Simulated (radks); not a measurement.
The mean radii <r> (bohr) of the occupied orbitals of an atom or ion are listed with their occupations. All-electron calculation, Dirac Kohn-Sham, BLYP, spin-unpolarised, spherical densities, finite nucleus; Fermi nuclear charge, rms radius of each element as measured or else 0.836 A^(1/3) + 0.57 fm. Program: a radial shooting solver on a logarithmic mesh with Libxc functionals.

orbital  occ.      <r>
1s1/2       2  0.02151
2s1/2       2  0.09096
2p1/2       2  0.07589
2p3/2       4  0.08283
3s1/2       2   0.2390
3p1/2       2   0.2286
3p3/2       4   0.2418
3d3/2       4   0.2141
3d5/2       6   0.2182
4s1/2       2   0.5415
4p1/2       2   0.5527
4p3/2       4   0.5830
4d3/2       4   0.6178
4d5/2       6   0.6286
5s1/2       2    1.328
5p1/2       2    1.504
5p3/2       4    1.611
6s1/2       2    4.147
4f5/2       6   0.9034
4f7/2       3   0.9272

Name the element and its charge. Open shells, if any, fill j = l - 1/2 first.

Answer. Z = 65, terbium, charge 0: Tb in [Xe] 4f9 6s2. The 1s radius gives Z: for a bare nucleus <r> = (2 gamma + 1)/(2Z) with gamma = sqrt(1 - (Z/c)^2), 0.02124 bohr for Z = 65, and screening makes it slightly larger (0.02151 here). The occupations add up to 65, and the charge is Z minus that.
